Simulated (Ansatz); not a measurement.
Ansatz (a first-principles code) input (CCSD(T)/aug-cc-pV(T+d)Z):
A basis named .json is the Basis Set Exchange file of that set.

Ansatz 0.2 input:
```yaml
crystal:
  periodic: [false, false, false]
  atoms:
    - {symbol: C, position_ang: [2.50068090, 0.36772671, 0.19387366]}
    - {symbol: C, position_ang: [1.32610178, -0.17948901, -0.61450115]}
    - {symbol: C, position_ang: [-0.05302169, 0.36981872, -0.18120459]}
    - {symbol: Si, position_ang: [-1.41055584, -0.21309440, -1.34942934]}
    - {symbol: Si, position_ang: [-0.49156790, -0.03742591, 1.60718993]}
    - {symbol: H, position_ang: [3.44944369, -0.00598379, -0.19553057]}
    - {symbol: H, position_ang: [2.43888409, 0.07922452, 1.24494633]}
    - {symbol: H, position_ang: [2.52702305, 1.45905124, 0.15323879]}
    - {symbol: H, position_ang: [1.31658747, -1.27162763, -0.54313935]}
    - {symbol: H, position_ang: [1.48868891, 0.05043934, -1.67203583]}
    - {symbol: H, position_ang: [-0.04154989, 1.46496264, -0.25840346]}
    - {symbol: H, position_ang: [-1.64038592, -1.66983148, -1.18289255]}
    - {symbol: H, position_ang: [-1.00980184, 0.03469049, -2.75725228]}
    - {symbol: H, position_ang: [-2.68174856, 0.49950951, -1.08015449]}
    - {symbol: H, position_ang: [-1.93012800, 0.22624431, 1.85444359]}
    - {symbol: H, position_ang: [0.29150188, 0.76600924, 2.57659065]}
    - {symbol: H, position_ang: [-0.22134825, -1.47374237, 1.86253355]}
basis:
  gaussian:
    orbitals: aug-cc-pV_T+d_Z.json
magnetization: {spin_polarized: false}
correlation: {method: ccsd_t, electrons: outside_noble_gas}
```

Output:

```
Functional definition: HF
integrals: 14.43 GiB planned
2925 factors; integrals over basis functions are off by at most 1.2e-3 eV
5.75 GiB of device memory are held for the factors and their scratch space
mean field: 5.75 GiB planned
mean field evaluation 1: about -19002.3473 eV, gradient 4.2e1 eV
mean field evaluation 2: about -19002.4657 eV, gradient 4.2e1 eV
mean field evaluation 4: about -19007.7698 eV, gradient 4.9e0 eV
mean field evaluation 8: about -19007.8669 eV, gradient 2.4e-1 eV
mean field evaluation 16: about -19002.3442 eV, gradient 4.2e1 eV
mean field -19007.86714729 eV, -698.5262336679 hartree, gradient 1.4e-6 eV, S^2 0.000000; 0 other end points of the search recorded, 0 dependent functions left out
13 core orbitals not correlated
reference -19007.86714729 eV, -698.5262336679 hartree; 16, 16 occupied and 495, 495 virtual orbitals, 2925 factors
second order -22.00401203 eV of doubles, -0.00000000 eV of singles
coupled cluster: 105.03 GiB planned
cycle   1  -23.28027990 eV  change    -1.3e0 eV  update   1.0e-1
cycle   2  -23.95303751 eV  change   -6.7e-1 eV  update   3.1e-2
cycle   3  -24.03210957 eV  change   -7.9e-2 eV  update   1.1e-2
cycle   4  -24.02505236 eV  change    7.1e-3 eV  update   3.1e-3
cycle   5  -24.02444028 eV  change    6.1e-4 eV  update   1.1e-3
cycle   6  -24.02431752 eV  change    1.2e-4 eV  update   3.2e-4
cycle   7  -24.02420666 eV  change    1.1e-4 eV  update   9.8e-5
cycle   8  -24.02421464 eV  change   -8.0e-6 eV  update   3.2e-5
perturbative correction -0.93279912 eV, -0.0342797352 hartree
Total energy: -19032.82416105 eV, -699.4433870071 hartree
```
